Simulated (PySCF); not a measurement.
## The 20-electron isoelectronic series, non-relativistic

Calculated with PySCF 2.14 from differences of total energies of unrestricted determinants, without spin-orbit coupling. Each ion has its own even-tempered basis scaled to its charge (16s11p8d4f3g for the first); frozen: [Ne]. Ionisation energies in eV, correlation energies of the ion in mhartree.

```json
{"ion": "Sn(30+)", "configuration": "[Ar] 3d2 (3F)", "UHF": "1760.1", "LDA": "1759.7", "PBE": "1760.2", "PBE0": "1760.5", "r2SCAN": "1761.7", "MP2 (outer shells)": "1759.8", "E_corr MP2": "-446.1", "NIST (with spin-orbit, Breit and QED)": "1763 ± 4 (t)"}
{"ion": "Te(32+)", "configuration": "[Ar] 3d2 (3F)", "UHF": "1975.6", "LDA": "1975.0", "PBE": "1975.6", "PBE0": "1975.9", "r2SCAN": "1977.2", "MP2 (outer shells)": "1975.2", "E_corr MP2": "-452.3", "NIST (with spin-orbit, Breit and QED)": "1979 ± 4 (t)"}
{"ion": "Xe(34+)", "configuration": "[Ar] 3d2 (3F)", "UHF": "2203.2", "LDA": "2202.5", "PBE": "2203.1", "PBE0": "2203.5", "r2SCAN": "2204.9", "MP2 (outer shells)": "2202.7", "E_corr MP2": "-460.1", "NIST (with spin-orbit, Breit and QED)": "2209 ± 5 (t)"}
{"ion": "Ba(36+)", "configuration": "[Ar] 3d2 (3F)", "UHF": "2442.9", "LDA": "2442.1", "PBE": "2442.7", "PBE0": "2443.2", "r2SCAN": "2444.6", "MP2 (outer shells)": "2442.4", "E_corr MP2": "-466.2", "NIST (with spin-orbit, Breit and QED)": "2452 ± 5 (t)"}
{"ion": "Ce(38+)", "configuration": "[Ar] 3d2 (3F)", "UHF": "2694.8", "LDA": "2693.8", "PBE": "2694.5", "PBE0": "2695.0", "r2SCAN": "2696.5", "MP2 (outer shells)": "2694.2", "E_corr MP2": "-473.2", "NIST (with spin-orbit, Breit and QED)": "2706 ± 4 (t)"}
{"ion": "Nd(40+)", "configuration": "[Ar] 3d2 (3F)", "UHF": "2958.8", "LDA": "2957.6", "PBE": "2958.4", "PBE0": "2958.9", "r2SCAN": "2960.5", "MP2 (outer shells)": "2958.1", "E_corr MP2": "-478.7", "NIST (with spin-orbit, Breit and QED)": "2974 ± 4 (t)"}
{"ion": "Sm(42+)", "configuration": "[Ar] 3d2 (3F)", "UHF": "3234.9", "LDA": "3233.6", "PBE": "3234.4", "PBE0": "3234.9", "r2SCAN": "3236.7", "MP2 (outer shells)": "3234.1", "E_corr MP2": "-485.6", "NIST (with spin-orbit, Breit and QED)": "3253 ± 4 (t)"}
{"ion": "Gd(44+)", "configuration": "[Ar] 3d2 (3F)", "UHF": "3523.1", "LDA": "3521.7", "PBE": "3522.6", "PBE0": "3523.1", "r2SCAN": "3524.9", "MP2 (outer shells)": "3522.2", "E_corr MP2": "-491.1", "NIST (with spin-orbit, Breit and QED)": "3546 ± 4 (t)"}
{"ion": "Dy(46+)", "configuration": "[Ar] 3d2 (3F)", "UHF": "3823.4", "LDA": "3821.8", "PBE": "3822.8", "PBE0": "3823.3", "r2SCAN": "3825.2", "MP2 (outer shells)": "3822.5", "E_corr MP2": "-498.6", "NIST (with spin-orbit, Breit and QED)": "3852 ± 4 (t)"}
{"ion": "Er(48+)", "configuration": "[Ar] 3d2 (3F)", "UHF": "4135.8", "LDA": "4134.1", "PBE": "4135.2", "PBE0": "4135.7", "r2SCAN": "4137.7", "MP2 (outer shells)": "4134.9", "E_corr MP2": "-504.7", "NIST (with spin-orbit, Breit and QED)": "4170 ± 4 (t)"}
```

Each ion has its own basis, which adds noise of up to about 0.1 % along the series.

NIST values marked (s) are semi-empirical, (t) theoretical. Open shells are high-spin determinants of the terms that Hund's rules give.

All relativistic terms are absent from the calculated values; where these lie close to NIST, scalar and spin-orbit shifts of opposite sign can cancel.
